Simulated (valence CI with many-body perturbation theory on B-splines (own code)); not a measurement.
## Forbidden lines of Eu XV

Level of theory: configuration interaction combined with many-body perturbation theory (CI+MBPT): three valence electrons over a frozen Dirac-Fock core [Kr] 4d10, a basis of 8 s, 8 p, 9 d, 9 f, 6 g, 3 h, 2 i functions for each j, with the one-electron correlation potential Σ1, the two-electron term Σ2, the three-electron term Σ3, Breit, model QED; selected CI, second order for the rest, scaled by the run's own slope (own B-spline code, finite nucleus).

No measured spectrum was set against this ion. As an estimate, terms of the open shell hold to a few per cent of their energy, and close levels can change places; configurations with another count of f electrons can be misplaced by thousands of cm⁻¹. Core correlation moves these levels by up to 35000 cm⁻¹, and in measured spectra 5 to 20 % of such shifts remained as error; rates that hang on mixing are uncertain with them.

Lines 51 to 87 of 87 in falling wavelength, among levels below 9.346 eV, chosen from the decays that carry over 1 % of a level's rate. Wavelengths and rates use the calculated energies, so an error of 2000 cm⁻¹ moves a line at 579.4 nm by 12 % and its rate by three times that or more. S is in atomic units (e²a₀⁴ for E2 and M2, e²a₀⁶ for E3), for M1 in squared Bohr magnetons. Weak lines are less certain than strong ones. Lines between different terms over intervals too small for the method are left out, as are lines whose strength nearly cancels. Where a level lies close to another of its J and parity, the split of strength between their lines is uncertain. The highest levels of a list are the least certain.

Names give the largest LS component (configuration and term), which can be under half, so a name can repeat, a term be missing and a line seem to break the LS rules; names also repeat where a configuration has a term twice. Letters in brackets count levels of one name in rising energy.

```tsv
λ vac (nm)	Upper	Lower	Type	A (s⁻¹)	S (a.u.)
579.4	4f³ ²H°_9/2 [a]	4f³ ⁴I°_11/2	M1	5.29e+00	3.82e-01
577.9	4f²5s ²G_9/2	4f²5s ⁴H_11/2	M1	2.32e+00	1.66e-01
564.8	4f²5s ²G_7/2	4f²5s ⁴H_9/2	M1	2.12e+00	1.13e-01
564.4	4f³ ²L°_17/2	4f³ ²K°_15/2	M1	5.02e+00	6.02e-01
561.5	4f³ ²D°_5/2 [a]	4f³ ⁴F°_7/2	M1	8.96e+00	3.53e-01
551.0	4f²5s ²F_7/2	4f²5s ⁴F_5/2	M1	1.30e+00	6.45e-02
526.0	4f³ ²L°_15/2	4f³ ²K°_13/2	M1	6.15e+00	5.31e-01
525.0	4f²5s ²H_11/2	4f²5s ⁴H_9/2	M1	6.28e-01	4.04e-02
498.4	4f³ ²H°_11/2 [a]	4f³ ⁴I°_13/2	M1	7.00e+00	3.86e-01
492.5	4f²5s ²G_7/2	4f²5s ⁴H_7/2	M1	4.82e+00	1.71e-01
467.4	4f³ ²H°_9/2 [a]	4f³ ⁴I°_9/2	M1	1.02e+01	3.86e-01
465.9	4f²5s ²G_9/2	4f²5s ⁴H_9/2	M1	1.63e+00	6.10e-02
440.5	4f²5s ²D_5/2	4f²5s ⁴F_7/2	M1	7.49e+00	1.42e-01
439.8	4f²5s ²F_5/2	4f²5s ⁴H_7/2	M1	1.37e-01	2.59e-03
433.3	4f³ ⁴F°_9/2	4f³ ⁴I°_11/2	M1	1.91e+00	5.77e-02
428.4	4f²5s ²I_13/2	4f²5s ²H_11/2	M1	9.76e-01	3.98e-02
426.8	4f²5s ²I_11/2	4f²5s ²H_11/2	M1	3.52e+00	1.22e-01
411.6	4f³ ²H°_11/2 [a]	4f³ ⁴I°_11/2	M1	3.53e+00	1.09e-01
400.4	4f³ ²P°_3/2	4f³ ⁴F°_5/2	M1	6.64e+00	6.32e-02
399.5	4f³ ²K°_15/2	4f³ ⁴I°_15/2	M1	1.11e+01	4.20e-01
398.0	4f³ ²K°_13/2	4f³ ⁴I°_13/2	M1	4.52e+00	1.48e-01
396.8	4f²5s ²D_5/2	4f²5s ⁴F_5/2	M1	4.10e+00	5.70e-02
386.8	4f²5s ²D_3/2	4f²5s ⁴F_5/2	M1	9.86e+00	8.46e-02
371.0	4f²5s ²F_7/2	4f²5s ⁴H_9/2	M1	3.63e-01	5.49e-03
367.5	4f³ ⁴F°_9/2	4f³ ⁴I°_9/2	M1	1.78e+00	3.27e-02
362.1	4f²5s ²D_3/2	4f²5s ⁴F_3/2	M1	1.07e+01	7.50e-02
341.5	4f³ ²K°_15/2	4f³ ⁴I°_13/2	M1	8.02e+00	1.89e-01
340.6	4f³ ²K°_13/2	4f³ ⁴I°_11/2	M1	9.13e+00	1.87e-01
338.3	4f²5s ²F_7/2	4f²5s ⁴H_7/2	M1	3.37e-01	3.87e-03
316.4	4f²5s ²I_11/2	4f²5s ²H_9/2	M1	3.40e+00	4.80e-02
297.4	4f²5s ²I_13/2	4f²5s ⁴H_13/2	M1	6.51e+00	8.88e-02
261.6	4f²5s ²I_13/2	4f²5s ⁴H_11/2	M1	5.84e+00	5.43e-02
261.0	4f²5s ²I_11/2	4f²5s ⁴H_11/2	M1	1.77e+00	1.40e-02
250.8	4f³ ²L°_15/2	4f³ ⁴I°_15/2	M1	2.81e-01	2.63e-03
235.4	4f²5s ²I_11/2	4f²5s ⁴H_9/2	M1	2.79e+00	1.62e-02
233.9	4f³ ²L°_17/2	4f³ ⁴I°_15/2	M1	2.25e-01	1.92e-03
226.6	4f³ ²L°_15/2	4f³ ⁴I°_13/2	M1	3.94e-01	2.72e-03
```
